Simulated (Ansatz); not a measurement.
Reaction (substitution at a C–Al bond): `C[CH]([SiH3])[AlH][F]` + HBr → `CC([SiH3])Br` + `[F][AlH2]`

Gas-phase electronic energies from Ansatz, PBE0-D4/def2-TZVP geometries. CCSD(T)/CBS adds triple-zeta CCSD(T) − MP2 to the extrapolated MP2 energy (def2 sets, frozen cores). This one scheme is used for every species. DFT in def2-TZVPP. For Br outer-core shells are correlated without core-valence functions, which leaves a few kJ/mol of doubt a bond. Scalar relativity is left out up to krypton. Each species was taken in one conformer, which may not be the lowest.

`C[CH]([SiH3])[AlH][F]`:

Cartesian coordinates in Å:
```
C 1.156 0.294 -1.002
C 0.125 -0.445 -0.132
Si 0.167 0.167 1.637
Al -1.694 -0.398 -0.817
F -2.063 0.756 -1.942
H 0.912 1.355 -1.090
H 2.165 0.227 -0.584
H 1.200 -0.105 -2.019
H 0.373 -1.516 -0.061
H 1.527 0.027 2.229
H -0.801 -0.592 2.480
H -0.211 1.608 1.691
H -2.856 -1.378 -0.391
```

HBr:

```xyz
2

Br    0.203    0.493   -0.469
H    -0.203   -0.493    0.469
```

`CC([SiH3])Br`:

Z-matrix (Å, degrees):
```
C
C 1 1.513
H 1 1.092 2 111.4
H 1 1.095 2 109.4 3 -119.4
H 1 1.092 2 111.5 3 120.9
Si 2 1.887 1 114.7 3 57.0
Br 2 1.965 1 110.3 3 -62.8
H 2 1.091 1 110.9 3 -177.3
H 6 1.484 2 108.9 1 -59.3
H 6 1.491 2 108.6 1 59.5
H 6 1.483 2 110.2 1 179.3
```

`[F][AlH2]`:

```xyz
4

F    -0.513    1.279   -0.802
Al    0.018   -0.044    0.028
H    -1.048   -1.159    0.353
H     1.543   -0.077    0.421
```

| species | PBE energy (Eh) |
| --- | --- |
| `C[CH]([SiH3])[AlH][F]` | -712.44511 |
| HBr | -2574.36854 |
| `CC([SiH3])Br` | -2943.45072 |
| `[F][AlH2]` | -343.34230 |

Work out ΔE.

ΔE = (-2943.45072) + (-343.34230) − (-712.44511) − (-2574.36854) = 0.02063 Eh = +54.2 kJ/mol. CCSD(T)/CBS gives +50.5 kJ/mol.

Largest T1 diagnostic among the species: 0.012.

Leaving LDA and LC-ωPBE aside and taking each functional with its dispersion term where it has one, the values, not all of them listed here, spread over 9.8 kJ/mol, from BLYP-D4 to r2SCAN0-D4. LDA lies +4.5 kJ/mol from PBE without D4. At CCSD(T), def2-SVP lies +10.2 kJ/mol from the extrapolated value and def2-TZVPP +1.2 kJ/mol.
